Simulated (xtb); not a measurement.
CBr$_{3}$ (SMILES Br[C](Br)Br), doublet, from a rough starting geometry; GFN2-xTB in xtb.

The xtb input:
```
$ xtb mol.xyz --gfn 2 --uhf 1 --opt vtight --json

# file mol.xyz
4

Br    -0.96260732     1.63459607    -0.02813768
C     -0.02434277     0.08667079     0.32183295
Br    -0.96194588    -1.60624896    -0.10556690
Br     1.78596940    -0.05146519    -0.06308254
```

The log (banner, timings and long lists left out):

```
   ID    Z sym.   atoms
    1   35 Br     1, 3, 4
    2    6 C      2

           -------------------------------------------------
          |                Calculation Setup                |
           -------------------------------------------------

           -------------------------------------------------
          |                 G F N 2 - x T B                 |
           -------------------------------------------------

          ...................................................
          :                      SETUP                      :
          :.................................................:
          :  # basis functions                  34          :
          :  # atomic orbitals                  31          :
          :  # shells                           11          :
          :  # electrons                        25          :
          :  max. iterations                   250          :
          :  Hamiltonian                  GFN2-xTB          :
          :  restarted?                      false          :
          :  GBSA solvation                  false          :
          :  PC potential                    false          :
          :  electronic temp.          300.0000000     K    :
          :  accuracy                    1.0000000          :
          :  -> integral cutoff          0.2500000E+02      :
          :  -> integral neglect         0.1000000E-07      :
          :  -> SCF convergence          0.1000000E-05 Eh   :
          :  -> wf. convergence          0.1000000E-03 e    :
          :  Broyden damping             0.4000000          :
          :  net charge                          0          :
          :  unpaired electrons                  1          :
          ...................................................

 iter      E             dE          RMSdq      gap      omega  full diag
   1    -14.2303608 -0.142304E+02  0.794E+00    2.38       0.0  T
   2    -14.2241028  0.625809E-02  0.914E+00    2.84       1.0  T
   3    -14.3237163 -0.996136E-01  0.436E+00    2.69       1.0  T
   4    -14.3276500 -0.393366E-02  0.104E+00    2.63       1.0  T
   5    -14.3279940 -0.343949E-03  0.687E-01    2.62       1.0  T
   6    -14.3280190 -0.250762E-04  0.303E-01    2.60       1.0  T
   7    -14.3280959 -0.769108E-04  0.913E-02    2.60       1.0  T
   8    -14.3280999 -0.399543E-05  0.401E-02    2.61       1.2  T
   9    -14.3281006 -0.642409E-06  0.261E-02    2.61       1.9  T
  10    -14.3281013 -0.725910E-06  0.186E-02    2.61       2.7  T
  11    -14.3281016 -0.264677E-06  0.757E-03    2.61       6.6  T
  12    -14.3281017 -0.902574E-07  0.359E-03    2.61      13.9  T
  13    -14.3281017 -0.530157E-08  0.142E-03    2.61      35.3  T
  14    -14.3281017 -0.585270E-09  0.937E-04    2.61      53.4  T
  15    -14.3281017 -0.298822E-08  0.934E-05    2.61     535.6  T

   *** convergence criteria satisfied after 15 iterations ***

         :::::::::::::::::::::::::::::::::::::::::::::::::::::
         ::                     SUMMARY                     ::
         :::::::::::::::::::::::::::::::::::::::::::::::::::::
         :: total energy             -14.304849380257 Eh    ::
         :: gradient norm              0.033921730680 Eh/a0 ::
         :: HOMO-LUMO gap              2.606346631143 eV    ::
         ::.................................................::
         :: SCC energy               -14.328101294608 Eh    ::
         :: -> isotropic ES            0.003251309775 Eh    ::
         :: -> anisotropic ES          0.003455591420 Eh    ::
         :: -> anisotropic XC         -0.002064069353 Eh    ::
         :: -> dispersion             -0.004323448254 Eh    ::
         :: repulsion energy           0.023251914352 Eh    ::
         :: add. restraining           0.000000000000 Eh    ::
         :: total charge               0.000000000000 e     ::
         :::::::::::::::::::::::::::::::::::::::::::::::::::::

[...]
 * total energy  :   -14.3048494 Eh     change       -0.7045031E-11 Eh
 * total energy  :   -14.3061133 Eh     change       -0.1263916E-02 Eh
 * total energy  :   -14.3075291 Eh     change       -0.1415812E-02 Eh
 * total energy  :   -14.3071136 Eh     change        0.4154726E-03 Eh
 * total energy  :   -14.3077431 Eh     change       -0.6295049E-03 Eh
 * total energy  :   -14.3077646 Eh     change       -0.2148504E-04 Eh
 * total energy  :   -14.3079305 Eh     change       -0.1659237E-03 Eh
 * total energy  :   -14.3079322 Eh     change       -0.1607598E-05 Eh
 * total energy  :   -14.3079327 Eh     change       -0.5261240E-06 Eh
 * total energy  :   -14.3079327 Eh     change       -0.9110620E-08 Eh
   *** GEOMETRY OPTIMIZATION CONVERGED AFTER 10 ITERATIONS ***
         :: total energy             -14.307932692820 Eh    ::
[...]
         1        2.0000           -0.8834186             -24.0390
         2        2.0000           -0.8834141             -24.0389
         3        2.0000           -0.8772956             -23.8724
         4        2.0000           -0.6173798             -16.7998
         5        2.0000           -0.5543985             -15.0860
         6        2.0000           -0.5543926             -15.0858
         7        2.0000           -0.5208802             -14.1739
         8        2.0000           -0.4677416             -12.7279
         9        2.0000           -0.4677375             -12.7278
        10        2.0000           -0.4604782             -12.5302
        11        2.0000           -0.4604741             -12.5301
        12        2.0000           -0.4540871             -12.3563
        13        1.0000           -0.3885031             -10.5717 (HOMO)
        14                         -0.2894294              -7.8758 (LUMO)
        15                         -0.2166342              -5.8949
        16                         -0.2166188              -5.8945
        17                         -0.0218165              -0.5937
        18                         -0.0218132              -0.5936
        19                         -0.0139196              -0.3788
        20                         -0.0126768              -0.3450
        21                         -0.0126749              -0.3449
        22                         -0.0099854              -0.2717
        23                         -0.0099164              -0.2698
        24                         -0.0099126              -0.2697
       ...                                ...                  ...
        31                          0.5836405              15.8817
      -------------------------------------------------------------
                  HL-Gap            0.0990737 Eh            2.6959 eV
             Fermi-level           -0.3801307 Eh          -10.3439 eV

     #   Z          covCN         q      C6AA      α(0)
     1  35 Br       1.509    -0.038   186.069    21.994
     2   6 C        2.756     0.113    25.481     8.266
     3  35 Br       1.509    -0.038   186.070    21.994
     4  35 Br       1.509    -0.038   186.070    21.994

 Mol. C6AA /au·bohr⁶  :       2112.952946
 Mol. C8AA /au·bohr⁸  :     124276.442583
 Mol. α(0) /au        :         74.247951

Wiberg/Mayer (AO) data.
largest (>0.10) Wiberg bond orders for each atom

 ---------------------------------------------------------------------------
     #   Z sym  total        # sym  WBO       # sym  WBO       # sym  WBO
 ---------------------------------------------------------------------------
     1  35 Br   1.365 --     2 C    1.169
     2   6 C    3.508 --     1 Br   1.169     3 Br   1.169     4 Br   1.169
     3  35 Br   1.365 --     2 C    1.169
     4  35 Br   1.365 --     2 C    1.169
 ---------------------------------------------------------------------------

Topologies differ in total number of bonds
Writing topology from bond orders to xtbtopo.mol

molecular dipole:
                 x           y           z       tot (Debye)
 q only:       -0.000      -0.001       0.080
   full:       -0.000      -0.002       0.090       0.228
molecular quadrupole (traceless):
                xx          xy          yy          xz          yz          zz
 q only:       -0.362      -0.000      -0.362      -0.010      -0.016       0.724
  q+dip:       -2.605       0.000      -2.603      -0.016      -0.139       5.208
   full:       -2.185       0.000      -2.184      -0.015      -0.116       4.369

optimized geometry written to: xtbopt.xyz

           -------------------------------------------------
          | TOTAL ENERGY              -14.307932692820 Eh   |
          | GRADIENT NORM               0.000026093503 Eh/α |
          | HOMO-LUMO GAP               2.695933074910 eV   |
           -------------------------------------------------

normal termination of xtb
```
